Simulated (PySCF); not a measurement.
Stepwise substitution at one centre (Ga SiH3-SH). All species are isolated molecules in the gas phase. One relaxed conformer stands for each flexible species; it need not be the lowest. Strings in code marks are SMILES.

These are B3LYP-D3(BJ)/def2-TZVP // PBE0-D3(BJ)/def2-TZVP run with PySCF values and carry that method's errors. All candidates: neutral, multiplicity 1. B3LYP has the VWN-RPA correlation part, as in Gaussian. Delta-SCF ions had no search for a lower state. 

| Quantity | Result |
|---|---|
| HOMO–LUMO gap | 5.44 eV |
| LUMO | -1.76 eV |
| vertical ionisation energy (Delta-SCF) | 9.25 eV |

Problem. Identify which member has these values.
(A) `[SH][Ga]([SH])[SH]`
(B) `[SiH3][Ga]([SH])[SH]` (S–Ga–S–H torsion -179°, S–Ga–S–H torsion 0°)
(C) `[SiH3][Ga]([SiH3])[SH]` (Si–Ga–S–H torsion 1°)
(D) `[SiH3][Ga]([SiH3])[SiH3]`

Solution. B, `[SiH3][Ga]([SH])[SH]` (S–Ga–S–H torsion -179°, S–Ga–S–H torsion 0°). The others give `[SH][Ga]([SH])[SH]`: 6.16 eV, -1.24 eV, 9.44 eV; `[SiH3][Ga]([SiH3])[SH]` (Si–Ga–S–H torsion 1°): 4.95 eV, -2.25 eV, 9.09 eV; `[SiH3][Ga]([SiH3])[SiH3]`: 4.23 eV, -2.83 eV, 8.92 eV
